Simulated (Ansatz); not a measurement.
Stepwise reaction of `[F][AlH2]` with methanol, as a gas-phase model of exchange steps in deposition or etching. ΔE in kJ/mol.

Gas-phase electronic energies from Ansatz, PBE0-D4/def2-TZVP geometries. CBS: MP2 limit from def2 TZ/QZ plus the TZ coupled-cluster correction, frozen cores. This one scheme is used for every species. Functionals use def2-TZVPP. B3LYP here is the variant with VWN-RPA as its local correlation; programs differ in this. Each species was taken in one conformer, which may not be the lowest.

```
step                                           reaction  PBE-D4  B3LYP-D4  ωB97M-V  CCSD(T)/CBS
   2  `C[O][AlH][F]` + CH₃OH → `C[O][Al]([F])[O]C` + H₂   -91.1    -100.8    -95.7        -99.9
```

Task: Give the row of step 1, `[F][AlH2]` + CH₃OH → `C[O][AlH][F]` + H₂. (An estimate is asked.)

Result: The calculation gave: 
```csv
step,reaction,PBE-D4,B3LYP-D4,ωB97M-V,CCSD(T)/CBS
1,`[F][AlH2]` + CH₃OH → `C[O][AlH][F]` + H₂,-118.2,-125.2,-121.4,-122.7
```

Task: By hand: ΔE of the 2 steps together at CCSD(T)/CBS.

Result: (-122.7) + (-99.9) = -222.6 kJ/mol, or -111.3 kJ/mol a step.

In ΔE each step is higher than the one before. All are downhill at CCSD(T)/CBS. PBE-D4 differs from CCSD(T)/CBS by 4.5 to 8.8 kJ/mol a step. Isolated molecules leave out the surface, adducts and barriers. Largest T1 diagnostic: 0.013.
